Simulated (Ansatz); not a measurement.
**Scan of the H4–O1–Ge2–Cl3 dihedral angle**

GeHClO (SMILES [OH][Ge][Cl]), closed shell, at its PBE0-D4/def2-TZVP minimum:

```
4
angstrom
O -0.8609 0.5768 -0.4738
Ge -0.6039 -0.6223 0.8047
Cl 1.5854 -0.8602 0.5943
H -0.0650 0.8456 -0.9455
```

The dihedral angle H4–O1–Ge2–Cl3 (0.0° at the minimum) is set to the values below, the two halves turning rigidly about the central bond. Each method's energies count from its own value at the PBE0-D4 minimum structure. Computed with Ansatz 0.2.0 (basis: def2-TZVPP); correlated methods freeze the cores. Filled d shells of the heavier atoms are correlated. The def2 sets are not built for correlating such inner shells, so the correlated values are less sure here. B3LYP uses VWN-RPA correlation.

CCSD(T) energies along the scan:
```csv
dihedral angle (°),CCSD(T) (eV)
-175.1,0.1230
-135.1,0.2536
-95.1,0.3723
-55.1,0.2269
-15.1,0.0217
24.9,0.0572
64.9,0.2826
104.9,0.3642
144.9,0.2087
```
They count from the CCSD(T) energy at the PBE0-D4 minimum.

Largest difference from the CCSD(T) curve over the scan: PBE-D4 0.0048; B3LYP-D4 0.0082; MP2 0.0111 eV. Each curve counts from its own value at the minimum.

The T1 diagnostic stays at or below 0.015.

For scale, one of the runs: CCSD(T)/def2-TZVPP, 135 basis functions (an equivalent command: `ansatz run in.yaml --threads 2`). Hardware: 2 CPU threads, shared host. Wall time 17 s; peak host memory 0.74 GiB.
